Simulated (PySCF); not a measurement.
# Atomic charges against the basis set

Species: C3H6B2F2.
Z-matrix (Å and degrees, PBE0-D3(BJ)/def2-SVP geometry), rows numbered from 1:
```
C 
C   1  1.3466
B   2  1.5556  1  120.49
B   3  1.6946  2  118.95  1  -168.09
F   4  1.3312  3  123.00  2    98.83
C   2  1.5029  1  121.10  3  -175.51
F   6  1.3832  2  109.95  1   151.69
H   1  1.0980  2  122.82  3   172.42
H   1  1.0935  2  120.59  3    -7.10
H   3  1.2122  2  116.93  1    13.00
H   4  1.2216  3  121.04  2   -85.76
H   6  1.1026  2  112.64  1    31.21
H   6  1.1043  2  110.51  1   -90.05
```

PBE0 throughout (PySCF), one geometry, spherical d and f functions. Geometry: PBE0-D3(BJ)/def2-SVP, one conformer, isolated molecule. The first 7 of 12 kinds of atom are listed.

Mulliken charges (e):

```csv
basis,functions,C1,C2,B3,B4,F5,C6,F7
STO-3G,41,-0.136,-0.106,+0.113,+0.141,-0.100,-0.046,-0.093
6-31G,75,-0.354,-0.101,+0.128,+0.377,-0.315,-0.042,-0.325
pcSseg-0,75,-0.311,-0.557,+0.180,+0.355,-0.319,+0.004,-0.357
6-31G*,110,-0.401,-0.001,+0.015,+0.322,-0.261,-0.016,-0.321
cc-pVDZ,128,-0.004,-0.224,-0.007,+0.205,-0.106,+0.250,-0.225
def2-SVP,128,-0.038,-0.240,+0.009,+0.187,-0.119,+0.320,-0.263
aug-cc-pVDZ,215,+0.595,+0.354,-0.870,+0.048,-0.481,+0.932,-0.449
"6-311+G(2d,p)",225,-0.434,+0.527,-0.084,+0.284,-0.308,-0.334,-0.231
def2-TZVP,253,-0.223,-0.063,+0.020,+0.147,-0.228,+0.028,-0.208
cc-pVTZ,294,-0.208,-0.091,-0.059,+0.251,-0.199,+0.140,-0.213
IGLO-III,305,-0.224,-0.047,+0.084,+0.479,-0.362,-0.008,-0.258
```

IAO charges (e):

| basis | functions | C1 | C2 | B3 | B4 | F5 | C6 | F7 |
| --- | --- | --- | --- | --- | --- | --- | --- | --- |
| STO-3G | 41 | -0.200 | -0.149 | +0.033 | +0.135 | -0.136 | -0.096 | -0.119 |
| 6-31G | 75 | -0.234 | -0.112 | -0.007 | +0.266 | -0.289 | -0.005 | -0.275 |
| pcSseg-0 | 75 | -0.214 | -0.121 | -0.014 | +0.254 | -0.273 | +0.002 | -0.270 |
| 6-31G* | 110 | -0.220 | -0.121 | -0.004 | +0.295 | -0.296 | +0.035 | -0.284 |
| cc-pVDZ | 128 | -0.224 | -0.114 | -0.013 | +0.285 | -0.293 | +0.033 | -0.286 |
| def2-SVP | 128 | -0.214 | -0.116 | -0.010 | +0.288 | -0.292 | +0.040 | -0.287 |
| aug-cc-pVDZ | 215 | -0.233 | -0.114 | -0.011 | +0.291 | -0.304 | +0.032 | -0.298 |
| 6-311+G(2d,p) | 225 | -0.232 | -0.116 | -0.011 | +0.296 | -0.306 | +0.030 | -0.299 |
| def2-TZVP | 253 | -0.232 | -0.116 | -0.012 | +0.299 | -0.307 | +0.034 | -0.298 |
| cc-pVTZ | 294 | -0.232 | -0.116 | -0.013 | +0.298 | -0.306 | +0.033 | -0.297 |
| IGLO-III | 305 | -0.233 | -0.116 | -0.012 | +0.298 | -0.308 | +0.031 | -0.299 |

Hirshfeld charges (e):

```tsv
basis	functions	C1	C2	B3	B4	F5	C6	F7
STO-3G	41	-0.021	-0.069	+0.090	+0.093	-0.038	+0.069	-0.058
6-31G	75	-0.045	-0.064	+0.082	+0.129	-0.136	+0.044	-0.090
pcSseg-0	75	-0.038	-0.065	+0.073	+0.125	-0.127	+0.041	-0.075
6-31G*	110	-0.046	-0.066	+0.083	+0.129	-0.129	+0.040	-0.079
cc-pVDZ	128	-0.043	-0.068	+0.076	+0.117	-0.121	+0.030	-0.060
def2-SVP	128	-0.044	-0.068	+0.076	+0.123	-0.127	+0.032	-0.067
aug-cc-pVDZ	215	-0.051	-0.077	+0.085	+0.139	-0.146	+0.022	-0.077
6-311+G(2d,p)	225	-0.046	-0.081	+0.085	+0.147	-0.152	+0.027	-0.080
def2-TZVP	253	-0.048	-0.075	+0.083	+0.141	-0.147	+0.024	-0.075
cc-pVTZ	294	-0.049	-0.072	+0.081	+0.137	-0.142	+0.024	-0.070
IGLO-III	305	-0.050	-0.076	+0.084	+0.144	-0.148	+0.021	-0.077
```

Question: Which scheme is steadiest as the basis changes?

Answer: Largest range over the bases for any column: Hirshfeld 0.11 e, IAO 0.18 e, Mulliken 1.27 e. Hirshfeld charges move least and Mulliken charges most, counted in e. Without the minimal STO-3G basis the ranges are Hirshfeld 0.03, IAO 0.05, Mulliken 1.27 e.

Question: How much do the charges still move between the two largest bases, cc-pVTZ and IGLO-III?

Answer: At most, over all atoms: Mulliken 0.228 e, IAO 0.003 e, Hirshfeld 0.007 e.

Question: What do the same runs give for the total energy, the frontier levels and the dipole moment?

Answer: 
| basis | energy (Eh) | HOMO (eV) | LUMO (eV) | μ (D) |
| --- | --- | --- | --- | --- |
| STO-3G | -362.0126 | -4.85 | 0.70 | 2.09 |
| 6-31G | -366.8089 | -7.53 | -2.11 | 4.11 |
| pcSseg-0 | -366.0789 | -7.71 | -2.37 | 4.24 |
| 6-31G* | -366.8839 | -7.39 | -2.01 | 3.48 |
| cc-pVDZ | -366.9115 | -7.53 | -2.21 | 3.56 |
| def2-SVP | -366.6191 | -7.58 | -2.26 | 3.63 |
| aug-cc-pVDZ | -366.9356 | -7.69 | -2.37 | 3.64 |
| 6-311+G(2d,p) | -367.0073 | -7.72 | -2.39 | 3.71 |
| def2-TZVP | -367.0406 | -7.68 | -2.35 | 3.61 |
| cc-pVTZ | -367.0262 | -7.66 | -2.32 | 3.59 |
| IGLO-III | -367.0491 | -7.71 | -2.38 | 3.65 |

The dipole is fixed by the density alone, so its range of 2.15 D shows that the density itself changes with the basis, not only its division among atoms.
